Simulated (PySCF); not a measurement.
Cl2O2W, charge -1, doublet, at a GFN2-xTB geometry (such geometries of metal compounds can be far from the true shape) (the multiplicity is a formal guess) (core potentials on W) (in this run its highest filled SCF level lies above zero, so its values depend strongly on the basis, on diffuse functions most of all). Base run: DF-SVWN5/def2-SVP (PySCF).

The PySCF input:
```python
from pyscf import gto, scf, dft

mol = gto.M(
    atom='''
W     0.34576007   -0.06853654    0.11336153
O     1.47688500   -0.62473514   -1.01523362
O     0.73427773    0.18643859    1.74018949
Cl   -0.86901416    1.74336084   -0.74743684
Cl   -1.67660626   -1.23876811   -0.08717494
''',
    basis='def2-svp',
    ecp={'W': 'def2-svp'},
    charge=-1,
    spin=1,
    verbose=4,
)

mf = dft.UKS(mol)
mf.xc = 'lda,vwn'
mf = mf.density_fit(auxbasis='def2-universal-jkfit')
mf.kernel()
mf.analyze()
```

The base run was repeated with changes; each row names its change, and settings that it needs were set with it.

```json
[
 {"change": "base", "basis functions": "96", "E (Eh)": "-1133.70556", "HOMO (eV)": "0.79", "core-seconds (rough)": "10"},
 {"change": "basis = LANL2DZ", "basis functions": "56", "E (Eh)": "-247.15966", "HOMO (eV)": "0.20", "core-seconds (rough)": "5"},
 {"change": "basis = def2-SV(P)", "basis functions": "89", "E (Eh)": "-1133.67599", "HOMO (eV)": "0.67", "core-seconds (rough)": "10"},
 {"change": "basis = def2-SVPD", "basis functions": "135", "E (Eh)": "-1133.74535", "HOMO (eV)": "0.20", "core-seconds (rough)": "20"},
 {"change": "basis = def2-TZVP", "basis functions": "176", "E (Eh)": "-1134.23946", "HOMO (eV)": "0.45", "core-seconds (rough)": "20"},
 {"change": "basis = def2-TZVPP", "basis functions": "202", "E (Eh)": "-1134.24507", "HOMO (eV)": "0.46", "core-seconds (rough)": "30"},
 {"change": "basis = def2-TZVPD", "basis functions": "215", "E (Eh)": "-1134.24523", "HOMO (eV)": "0.26", "core-seconds (rough)": "20"}
]
```

Totals compare only among sets that treat the same electrons; sets with core potentials leave the core out.

Open shells are given as the SCF converged; they aren't shown to be the lowest states, and a large step between rows can be another state.
